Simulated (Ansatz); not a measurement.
`O[Si@H](F)N[Si@H](O)Cl`, relaxed with RKS PBE0-D4/def2-TZVP in Ansatz 0.2.0 from a GFN2-xTB geometry. The force threshold is 0.005 eV/Å; the program also tests the step.

Total charge 0; spin multiplicity 1.

Start:

```xyz
12

O     1.224   -0.631   -1.229
Si    0.450   -1.369   -0.004
F    -0.226   -2.710   -0.583
N    -0.807   -0.309    0.467
Si   -0.821    1.428    0.417
O     0.524    1.940   -0.307
Cl   -0.819    2.174    2.274
H     1.717   -1.158   -1.854
H     1.365   -1.797    1.034
H    -1.573   -0.745    0.952
H    -2.016    1.857   -0.293
H     0.982    1.319   -0.875
```

(1) By how much does the energy fall, and how many steps does the optimiser take? (Best estimate.)

(2) Which bonds change most? (An estimate is asked.)

(3) Give the relaxed structure. (An estimate is asked.)

Answers

(1) The calculation gave: 0.15 eV, in 42 steps, 4 of them rejected.

(2) The calculation gave: Si5–Cl7 from 2.001 to 2.057 Å; Si2–H9 from 1.449 to 1.474 Å; O1–Si2 from 1.626 to 1.644 Å; Si5–H11 from 1.455 to 1.472 Å.

(3) The calculation gave: 
```xyz
12

O     1.612   -0.601   -0.738
Si    0.363   -1.432   -0.068
F    -0.350   -2.219   -1.258
N    -0.634   -0.285    0.687
Si   -0.907    1.376    0.306
O     0.102    1.818   -0.882
Cl   -0.619    2.449    2.038
H     2.081   -1.019   -1.463
H     0.789   -2.463    0.895
H    -1.071   -0.605    1.542
H    -2.285    1.674   -0.115
H     0.919    1.307   -0.944
```
